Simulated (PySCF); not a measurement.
**Electron correlation in P³⁺ (phosphorus, charge +3)**

[Ne] 3s2, closed-shell 1S. All numbers are calculated (PySCF 2.14, no relativity, point nucleus, in 6-31G* (4s3p1d, 18 functions)). Frozen: [Ne]; 2 electrons correlated.

Total MP2 correlation energy: -32.47 mhartree.

Same-spin part 0.00 and opposite-spin part -32.47 mhartree; SCS-MP2 scales them by 1/3 and 6/5 to -38.97 mhartree.

With two correlated electrons CCSD is exact within the correlated space (frozen core and kept virtual orbitals).

```tsv
level	correlation energy (mhartree)
CCSD	-47.39
```

Diagnostics: T1 = 0.0036, D1 = 0.0050, largest double amplitude 0.116.

Cost of the coupled-cluster step: 0.03 s of wall time on 1 thread of Intel(R) Xeon(R) 6975P-C (shared host), for 2 correlated electrons.

Iterations:

```
CC2 = 0
CCSD nocc = 1, nmo = 13
frozen orbitals [0, 1, 2, 3, 4]
max_cycle = 100
direct = 0
conv_tol = 1e-08
conv_tol_normt = 1e-06
diis_space = 8
diis_start_cycle = 0
Init t2, MP2 energy = -338.56241537652  E_corr(MP2) -0.0324715470537776
Init E_corr(CCSD) = -0.0324715470537877
cycle = 1  E_corr(CCSD) = -0.0418764924663969  dE = -0.00940494541  norm(t1,t2) = 0.046293
cycle = 2  E_corr(CCSD) = -0.0451077587686602  dE = -0.0032312663  norm(t1,t2) = 0.0190363
cycle = 3  E_corr(CCSD) = -0.0473847833307164  dE = -0.00227702456  norm(t1,t2) = 0.00836211
cycle = 4  E_corr(CCSD) = -0.0473866278637731  dE = -1.84453306e-06  norm(t1,t2) = 0.00030146
cycle = 5  E_corr(CCSD) = -0.047391115718129  dE = -4.48785436e-06  norm(t1,t2) = 1.46515e-05
cycle = 6  E_corr(CCSD) = -0.047390232289061  dE = 8.83429068e-07  norm(t1,t2) = 2.38189e-06
cycle = 7  E_corr(CCSD) = -0.047390326181684  dE = -9.3892623e-08  norm(t1,t2) = 5.32441e-07
cycle = 8  E_corr(CCSD) = -0.0473903501247808  dE = -2.39430968e-08  norm(t1,t2) = 2.17627e-07
cycle = 9  E_corr(CCSD) = -0.0473903610326997  dE = -1.09079189e-08  norm(t1,t2) = 1.37002e-07
cycle = 10  E_corr(CCSD) = -0.0473903911854092  dE = -3.01527096e-08  norm(t1,t2) = 1.0018e-07
cycle = 11  E_corr(CCSD) = -0.0473903908364609  dE = 3.48948315e-10  norm(t1,t2) = 4.18523e-09
CCSD converged
E(CCSD) = -338.5773342203022  E_corr = -0.04739039083646092
```
